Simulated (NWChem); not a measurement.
System: H3SO4 cation; SMILES O=S(O)(O)=[OH+]

NWChem input:

```
start job
memory heap 200 mb stack 900 mb global 1100 mb
charge 1
geometry units angstroms noautoz
  O      0.000676    -0.194331    -1.555239
  S     -0.000039    -0.015076    -0.121541
  O     -0.941639     1.106993     0.463149
  O      1.371813     0.366503     0.556662
  O     -0.431324    -1.250974     0.758214
  H     -0.927960     1.933733    -0.085491
  H      2.134960    -0.138161     0.172461
  H     -1.206620    -1.735574     0.372507
end
basis spherical
  * library def2-svp
end
dft
  xc m06
  iterations 150
  mulliken
end
task dft energy
```

Geometry: optimised at PBE-D3(BJ)/def2-SVP.

Question: Predict the main results of this run. (M06/def2-SVP.) Quantities: energy (Ha); highest occupied level (eV); orbital gap (eV).

Answer: 
```
Quantity                      Result
---------------------------  -------
energy (Ha)                  -700.00
highest occupied level (eV)   -16.65
orbital gap (eV)               10.11
```
